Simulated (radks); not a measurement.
Values are calculated unless marked as measured or tabulated.
Polarisability of the lithium ion Li2+, 1s1, at imaginary frequency. Code: a radial shooting solver on a logarithmic mesh with Libxc functionals. Model: scalar-relativistic Kohn-Sham, LB94 model potential, spin-unpolarised, spherical densities, finite nucleus; Fermi nuclear charge, rms radius 2.444 fm; without spin polarisation the odd electron is poorly described. Response by self-consistent Sternheimer equations with the Hartree and adiabatic LDA kernel, the relativistic mass of each level held fixed and spin-orbit coupling left out.

w (hartree),alpha1(iw) (bohr^3),alpha2(iw) (bohr^5)
0.00266,0.06271,0.02593
0.0143,0.06271,0.02593
0.0360,0.06270,0.02593
0.0697,0.06269,0.02592
0.118,0.06264,0.02591
0.186,0.06253,0.02588
0.280,0.06230,0.02583
0.413,0.06182,0.02571
0.605,0.06084,0.02547
0.892,0.05880,0.02496
1.35,0.05452,0.02384
2.12,0.04593,0.02138
3.59,0.03122,0.01630
6.94,0.01391,0.008489
17.5,0.002922,0.002009

Static values: alpha1 = 0.06271 bohr^3 (0.009293 angstrom^3; uncoupled 0.06339), alpha2 = 0.02593 bohr^5, alpha3 = 0.02718 bohr^7. C6 = 0.01061, C8 = 0.02500, triple-dipole C9 = 0.0004916 atomic units. One-pole (London) frequency 4 C6 / (3 alpha1^2) = 3.596 hartree, against 4.096 for minus the highest occupied eigenvalue.
